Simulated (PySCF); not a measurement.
## Radial density of Pt (platinum, neutral)

MN15, [Xe] 4f14 5d10, closed-shell 1S (an excited configuration). All numbers are calculated (PySCF 2.14, the spin-free X2C one-electron Hamiltonian (Gaussian nucleus), in x2c-TZVPPall (11s7p7d3f1g, 97 functions)).

```json
{"r (bohr)": "0.0135", "4πr²ρ (e/bohr)": "107.5"}
{"r (bohr)": "0.0227", "4πr²ρ (e/bohr)": "94.80"}
{"r (bohr)": "0.0381", "4πr²ρ (e/bohr)": "127.6"}
{"r (bohr)": "0.0641", "4πr²ρ (e/bohr)": "137.4"}
{"r (bohr)": "0.108", "4πr²ρ (e/bohr)": "116.4"}
{"r (bohr)": "0.181", "4πr²ρ (e/bohr)": "118.6"}
{"r (bohr)": "0.305", "4πr²ρ (e/bohr)": "76.00"}
{"r (bohr)": "0.513", "4πr²ρ (e/bohr)": "63.64"}
{"r (bohr)": "0.864", "4πr²ρ (e/bohr)": "22.25"}
{"r (bohr)": "1.45", "4πr²ρ (e/bohr)": "10.52"}
{"r (bohr)": "2.44", "4πr²ρ (e/bohr)": "2.315"}
{"r (bohr)": "4.11", "4πr²ρ (e/bohr)": "0.2582"}
{"r (bohr)": "6.91", "4πr²ρ (e/bohr)": "0.005565"}
```

Densities and radii are taken from the X2C orbitals without a picture-change correction, which distorts them close to the nucleus.

Spin-orbit coupling, which splits the p, d and f shells strongly at this Z, is absent.
